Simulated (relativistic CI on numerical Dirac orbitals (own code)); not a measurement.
# Ti²⁺: resonant inelastic scattering at the L2,3 edge

Computed with this model: Dirac-Coulomb-Breit CI, orbitals from a KLI potential per configuration, a model potential for QED, valence Slater integrals scaled by 0.7, Kramers-Heisenberg scattering through one core-hole configuration in a parametric crystal field; configurations [Ar] 3d2 → [He] 2s2 2p5 3s2 3p6 3d3; 80 K; core-hole width 0.4 eV; summed over polarisations. Incident energies are the highest absorption maxima for each field (at most a few, so the weaker spin-orbit partner edge can be absent), on the computed scale of the free ion. Intensities are in per cent of the strongest line above 0.02 eV; levels within 1 cm⁻¹ are merged; final levels count from the ground level, the first row holds all elastic scattering, lines under 0.4 are left out and each table stops after 24 rows. The scale of the Slater integrals is a model choice and moves the terms in proportion.

Field parameters in Wybourne normalisation: D3d B²₀ = −7Dσ, B⁴₀ = −14Dq − 21Dτ, B⁴₃ = −14√(10/7) Dq; D4h B²₀ = −7Ds, B⁴₀ = 21(Dq − Dt), B⁴₄ = 21√(5/14) Dq. The field is a parameter set, without covalency.

S is read from ⟨S²⟩ = S(S + 1).

D4h, 10Dq = 18650, Ds = 1590, Dt = 80 cm⁻¹:

| Final level (eV) | Degeneracy | Irrep | S | 458.1 eV | 463.2 eV | 464 eV |
| --- | --- | --- | --- | --- | --- | --- |
| 0.000 | 1 | A1 | 1.00 | 352.0 | 198.9 | 118.4 |
| 0.000 | 2 | E | 1.00 | 16.8 | 6.2 | 3.9 |
| 0.497 | 1 | B1 | 1.00 | 0.7 | 0.6 | 2.3 |
| 0.497 | 1 | B2 | 1.00 | 2.2 | 0.5 | 0.7 |
| 0.505 | 2 | E | 1.00 | 4.7 | 7.6 | 6.3 |
| 0.513 | 2 | A1+A2 | 1.00 | 7.8 | 16.5 | 7.1 |
| 1.053 | 1 | B2 | 0.00 | 0.7 | 2.5 | 9.0 |
| 1.067 | 1 | B1 | 0.00 | 1.2 | 3.0 | 5.1 |
| 1.577 | 1 | A1 | 0.00 | 1.2 | 0.9 | 4.4 |
| 1.587 | 2 | E | 0.00 | 2.5 | 7.9 | 4.4 |
| 2.300 | 5 |  | 1.00 | 21.5 | 100.0 | 38.8 |
| 2.301 | 1 | B2 | 1.00 | 1.3 | 15.1 | 4.7 |
| 2.379 | 2 | E | 1.00 | 6.5 | 9.4 | 2.5 |
| 2.379 | 1 | B1 | 1.00 | 3.7 | 6.4 | 1.5 |
| 2.906 | 1 | A1 | 0.00 | 3.9 | 6.3 | 3.0 |
| 3.225 | 3 | A1+E | 0.98 | 11.7 | 39.0 | 9.6 |
| 3.225 | 2 | A2+B2 | 1.00 | 6.4 | 27.4 | 5.5 |
| 3.225 | 1 | B1 | 1.00 | 3.9 | 9.3 | 1.0 |
| 3.244 | 2 | E | 0.07 | 7.2 | 6.8 | 12.7 |
| 3.590 | 1 | B2 | 0.00 | 0.3 | 0.4 | 1.9 |
| 3.977 | 2 | E | 0.00 | 2.0 | 13.6 | 12.6 |
| 4.192 | 1 | A1 | 1.00 | 1.2 | 1.0 | 3.6 |
| 4.193 | 2 | E | 1.00 | 0.9 | 2.5 | 4.2 |
| 4.692 | 3 | B2+E | 1.00 | 1.0 | 7.4 | 3.2 |

D3d, 10Dq = 13100, Dσ = -350, Dτ = 400 cm⁻¹:

```tsv
Final level (eV)	Degeneracy	Irrep	S	458.1 eV	462.8 eV	463.8 eV
0.000	2	E	1.00	1215.2	408.5	582.9
0.010	2	E	1.00	64.1	58.1	39.6
0.019	1	A1	1.00	25.8	41.5	35.7
0.020	1	A2	1.00	31.9	50.4	29.7
0.334	2	E	1.00	63.3	87.0	48.2
0.334	1	A1	1.00	18.3	49.1	90.9
1.013	1	A1	0.00	10.6	22.1	86.5
1.117	2	E	0.00	17.9	32.4	39.3
1.357	2	E	0.00	15.8	34.2	38.2
1.774	1	A2	1.00	15.2	30.6	29.7
1.774	1	A1	1.00	15.6	17.0	79.6
1.778	2	E	1.00	90.3	100.0	90.5
1.782	2	E	1.00	36.2	60.9	59.8
1.871	3	A2+E	1.00	48.3	62.3	78.2
2.444	1	A1	0.00	6.5	47.0	13.4
2.741	1	A1	1.00	6.7	27.4	13.9
2.741	2	E	1.00	17.3	57.0	38.5
2.824	1	A1	1.00	7.4	12.6	28.9
2.824	1	A2	1.00	5.1	14.9	37.7
2.829	2	E	1.00	13.4	45.1	47.2
2.833	2	E	1.00	18.5	30.0	34.4
2.966	2	E	0.01	28.6	12.3	48.3
3.145	1	A1	0.00	3.5	8.4	13.6
3.275	2	E	0.00	9.3	27.0	49.4
```

D4h, 10Dq = 19250, Ds = 680, Dt = 530 cm⁻¹:

| Final level (eV) | Degeneracy | Irrep | S | 458.5 eV | 462.5 eV | 463.8 eV |
| --- | --- | --- | --- | --- | --- | --- |
| 0.000 | 1 | B1 | 1.00 | 533.3 | 254.1 | 334.3 |
| 0.000 | 1 | B2 | 1.00 | 14.5 | 19.3 | 23.3 |
| 0.007 | 2 | E | 1.00 | 29.8 | 31.0 | 34.0 |
| 0.014 | 1 | A1 | 1.00 | 51.2 | 13.6 | 13.3 |
| 0.016 | 1 | A2 | 1.00 | 33.5 | 14.1 | 20.8 |
| 0.095 | 2 | E | 1.00 | 43.5 | 13.8 | 39.4 |
| 0.096 | 1 | A1 | 1.00 | 18.5 | 3.2 | 10.3 |
| 1.071 | 1 | A1 | 0.00 | 3.2 | 10.5 | 9.5 |
| 1.085 | 2 | E | 0.00 | 24.4 | 34.8 | 42.9 |
| 1.148 | 1 | B2 | 0.00 | 4.6 | 20.5 | 12.4 |
| 1.176 | 1 | B1 | 0.00 | 6.7 | 16.3 | 7.2 |
| 1.504 | 1 | B1 | 1.00 | 9.7 | 42.0 | 22.1 |
| 1.504 | 2 | E | 1.00 | 6.3 | 49.1 | 23.5 |
| 1.976 | 2 | B1+B2 | 1.00 | 12.6 | 18.1 | 100.0 |
| 1.976 | 2 | E | 1.00 | 13.2 | 24.0 | 28.0 |
| 1.976 | 1 | A1 | 1.00 | 8.5 | 16.1 | 11.6 |
| 1.977 | 1 | A2 | 1.00 | 6.3 | 17.4 | 13.2 |
| 2.384 | 1 | A1 | 0.00 | 8.1 | 21.3 | 6.6 |
| 2.733 | 1 | B2 | 0.01 | 21.0 | 5.0 | 16.7 |
| 2.853 | 1 | A1 | 1.00 | 6.7 | 10.2 | 13.0 |
| 2.854 | 1 | A2 | 1.00 | 4.5 | 13.1 | 23.4 |
| 2.854 | 2 | E | 1.00 | 8.2 | 22.7 | 38.1 |
| 2.855 | 1 | B1 | 1.00 | 12.1 | 5.6 | 16.7 |
| 2.856 | 1 | B2 | 1.00 | 15.2 | 10.4 | 7.8 |

For the first field the strongest loss at the lowest incident energy is the level at 2.30 eV (S = 1.00, against 1.00 in the thermal ground state). Levels of other spin, the first over 8 % at 1.05 eV, appear because spin-orbit coupling of the core hole, and in heavier ions of the valence shell too, mixes spins.
